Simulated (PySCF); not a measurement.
**Radial density of In²⁺ (indium, charge +2)**

UHF, [Kr] 4d10 5s1, 2S determinant. Calculation: PySCF 2.14, in cc-pVDZ-PP with ECP28MDF; a scalar-relativistic core potential. This is the valence pseudo-density: the core potential removes the inner electrons and smooths the orbitals near the nucleus.

| r (bohr) | 4πr²ρ (e/bohr) | 4πr²(ρα − ρβ) |
| --- | --- | --- |
| 0.0165 | 1.775e-05 | 0.0000 |
| 0.0278 | 4.435e-05 | 0.0000 |
| 0.0468 | 0.0001036 | 0.0000 |
| 0.0787 | 0.0004239 | 0.0000 |
| 0.132 | 0.004927 | 0.0000 |
| 0.223 | 0.07882 | 0.0002 |
| 0.375 | 1.655 | 0.0122 |
| 0.630 | 15.69 | 0.0994 |
| 1.06 | 17.32 | -0.0197 |
| 1.78 | 3.516 | 0.4836 |
| 3.00 | 0.4159 | 0.3183 |
| 5.04 | 0.01323 | 0.0126 |
| 8.48 | 3.854e-05 | 0.0000 |

Energies and moments cover only the electrons outside the core potential.

Problem. Where is the radial spin density 4πr²(ρα − ρβ) most negative, and why is it negative at all?

Solution. Around r = 1.06 bohr, down to -0.0197 e/bohr: exchange with the open shell polarises the paired shells in an unrestricted calculation.
